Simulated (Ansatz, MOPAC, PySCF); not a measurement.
Dimer: C2H4 (SMILES C=C) (first 6 atoms) with CH3Cl (SMILES CCl); geometry from B3LYP-D3(BJ)/def2-TZVP.
(charge 0, multiplicity 1):
```xyz
11

C      0.542    -0.475     0.214
C     -0.396     0.461     0.225
H      0.538    -1.283     0.936
H      1.342    -0.473    -0.516
H     -0.404     1.269    -0.496
H     -1.196     0.448     0.956
C      0.493     0.369     3.915
Cl    -0.766    -0.899     3.731
H      0.061     1.197     4.468
H      1.328    -0.060     4.460
H      0.799     0.683     2.922
```

Interaction energies are E(AB) − E(A) − E(B) at the monomers' geometry in the complex; basis-set methods are counterpoise corrected.

The state that PM3 reach isn't checked.

The values were computed with Ansatz (a first-principles code); MOPAC for PM3 (differences of heats of formation); PySCF for the dispersion terms. Values without a source in brackets are computed.

**Question.** One of these levels gives -2.1 kJ/mol for the interaction energy. Which one is it?
A. PM3
B. B3LYP/def2-TZVPPD
C. revPBE-D3(BJ)/def2-TZVPPD
D. BLYP/def2-TZVPPD

**Answer.** A, PM3. The others give 2.3 (BLYP/def2-TZVPPD), -8.9 (revPBE-D3(BJ)/def2-TZVPPD), -0.2 (B3LYP/def2-TZVPPD)
